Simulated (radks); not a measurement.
Minus the highest occupied eigenvalue as an estimate of the ionisation energy, Pr20+ to Pr39+. The LB94 potential has the -1/r tail that LDA and GGA lack but no energy functional. Method: scalar-relativistic Kohn-Sham, LB94 model potential, spin-polarised, spherical densities, finite nucleus; open shells are filled with parallel spins first (spin-orbit coupling, left out, can overturn this in heavy ions); Fermi nuclear charge, rms radius 4.8919 fm; computed with a radial shooting solver on a logarithmic mesh with Libxc functionals.

species      configuration     HOMO  -e(HOMO) (eV)  <r> (bohr)  IE, NIST (eV)       kind
Pr20+             [Kr] 4d3    4d up         589.14       0.629            590     theory
Pr21+             [Kr] 4d2    4d up         625.30       0.621            627     theory
Pr22+             [Kr] 4d1    4d up         662.13       0.613            663     theory
Pr23+                 [Kr]       4p         812.49       0.592            803     theory
Pr24+    [Ar] 3d10 4s2 4p5  4p down         851.22       0.586            840     theory
Pr25+    [Ar] 3d10 4s2 4p4  4p down         890.54       0.580            880     theory
Pr26+    [Ar] 3d10 4s2 4p3    4p up         933.72       0.577            920     theory
Pr27+    [Ar] 3d10 4s2 4p2    4p up         973.92       0.571            985     theory
Pr28+    [Ar] 3d10 4s2 4p1    4p up         1014.7       0.565           1028     theory
Pr29+        [Ar] 3d10 4s2       4s         1139.8       0.547           1124     theory
Pr30+        [Ar] 3d10 4s1    4s up         1183.5       0.543           1170  semi-emp.
Pr31+            [Ar] 3d10       3d         2016.0       0.240           2019     theory
Pr32+             [Ar] 3d9  3d down         2107.7       0.237           2108     theory
Pr33+             [Ar] 3d8  3d down         2200.8       0.235           2202     theory
Pr34+             [Ar] 3d7  3d down         2295.1       0.232           2304     theory
Pr35+             [Ar] 3d6  3d down         2390.6       0.230           2400     theory
Pr36+             [Ar] 3d5    3d up         2508.0       0.227           2501     theory
Pr37+             [Ar] 3d4    3d up         2607.8       0.225           2628     theory
Pr38+             [Ar] 3d3    3d up         2708.9       0.223           2729     theory
Pr39+             [Ar] 3d2    3d up         2811.2       0.220           2838     theory

Reference values: NIST Atomic Spectra Database (exp. = measured, semi-emp. = semi-empirical, theory = theoretical value adopted there). Open shells are spherical and high-spin; term and fine-structure splittings are not resolved. Spin-orbit splitting is averaged out at the scalar-relativistic level.
